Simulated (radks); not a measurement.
Q: Tm3+, configuration [Xe] 4f11 6s1 (not the ground configuration). Method: scalar-relativistic Kohn-Sham, PBE, spin-unpolarised, spherical densities, finite nucleus; Fermi nuclear charge, rms radius 5.2256 fm; computed with a radial shooting solver on a logarithmic mesh with Libxc functionals. Some entries of the table are withheld. Estimate them.

orbital  occ.  eigenvalue (hartree)  r(max) (bohr)
1s          2             -2179.961        0.01261
2s          2             -369.2076        0.07190
2p          6             -326.2207        0.05855
3s          2                   (1)         0.2033
3p          6             -71.30849         0.2002
3d         10             -55.21878         0.1633
4s          2             -17.96956            (2)
4p          6             -13.67916         0.4851
4d         10                   (3)         0.5000
5s          2              -3.35742          1.071
5p          6              -2.30303          1.209
4f         11              -1.71073         0.4885
6s          1                   (4)          2.600

A: 
(1) 3s eigenvalue (hartree): -84.32936
(2) 4s r(max) (bohr): 0.4640
(3) 4d eigenvalue (hartree): -7.97627
(4) 6s eigenvalue (hartree): -0.97170
